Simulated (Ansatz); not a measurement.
Reaction (formal exchange of groups at a C–C bond): `BC(=C)CC` + `[SiH3]Br` → `CC[SiH2]Br` + `BC=C`

Computed with Ansatz on PBE0-D4/def2-TZVP structures; ΔE is electronic, products minus reactants. CBS: MP2 limit from def2 TZ/QZ plus the TZ coupled-cluster correction, frozen cores. DFT in def2-TZVPP. B3LYP here is the variant with VWN-RPA as its local correlation; programs differ in this. For Br outer-core shells are correlated without core-valence functions, which leaves a few kJ/mol of doubt a bond. Scalar relativity is left out up to krypton. One conformer a species, not always the lowest.

```json
{"level": "PBE-D4", "ΔE (kJ/mol)": "-31.1", "difference from CCSD(T)/CBS": "0.5"}
{"level": "r2SCAN-D4", "ΔE (kJ/mol)": "-33.0", "difference from CCSD(T)/CBS": "-1.4"}
{"level": "B3LYP-D4", "ΔE (kJ/mol)": "-31.7", "difference from CCSD(T)/CBS": "-0.1"}
{"level": "ωB97X-V", "ΔE (kJ/mol)": "-30.7", "difference from CCSD(T)/CBS": "0.9"}
{"level": "ωB97M-V", "ΔE (kJ/mol)": "-33.4", "difference from CCSD(T)/CBS": "-1.8"}
{"level": "PBE", "ΔE (kJ/mol)": "-32.3", "difference from CCSD(T)/CBS": "-0.7"}
{"level": "HF/def2-TZVPP", "ΔE (kJ/mol)": "-32.1", "difference from CCSD(T)/CBS": "-0.5"}
{"level": "MP2/def2-TZVPP", "ΔE (kJ/mol)": "-30.0", "difference from CCSD(T)/CBS": "1.6"}
{"level": "SCS-MP2/def2-TZVPP", "ΔE (kJ/mol)": "-29.0", "difference from CCSD(T)/CBS": "2.6"}
{"level": "CCSD/def2-TZVPP", "ΔE (kJ/mol)": "-30.8", "difference from CCSD(T)/CBS": "0.8"}
{"level": "CCSD(T)/CBS", "ΔE (kJ/mol)": "-31.6", "difference from CCSD(T)/CBS": "0"}
```

Largest T1 diagnostic among the species: 0.011.
